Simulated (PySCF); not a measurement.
A calculated (M06-2X, PySCF 2.14, x2c-TZVPall, the spin-free X2C one-electron Hamiltonian (Gaussian nucleus)) atom or ion has these occupied shells.

| shell | electrons | orbital energy (eV) | rms radius, mean of both spins (bohr) |
| --- | --- | --- | --- |
| 1s α | 1 | -26696.3 | 0.0348 |
| 1s β | 1 | -26696.3 | 0.0348 |
| 2s α | 1 | -4033.0 | 0.143 |
| 2s β | 1 | -4032.7 | 0.143 |
| 2p α | 3 | -3627.0 | 0.127 |
| 2p β | 3 | -3626.8 | 0.127 |
| 3s α | 1 | -796.41 | 0.383 |
| 3s β | 1 | -796.23 | 0.383 |
| 3p α | 3 | -662.36 | 0.384 |
| 3p β | 3 | -662.17 | 0.384 |
| 3d α | 5 | -449.60 | 0.364 |
| 3d β | 5 | -449.24 | 0.364 |
| 4s α | 1 | -152.27 | 0.936 |
| 4s β | 1 | -151.25 | 0.936 |
| 4p α | 3 | -111.54 | 1.02 |
| 4p β | 3 | -110.17 | 1.02 |
| 4d α | 5 | -51.068 | 1.30 |
| 4d β | 4 | -50.141 | 1.30 |

Q: Name the element and its charge.

A: Cd³⁺ (cadmium, charge +3), in [Kr] 4d9, 2D determinant.
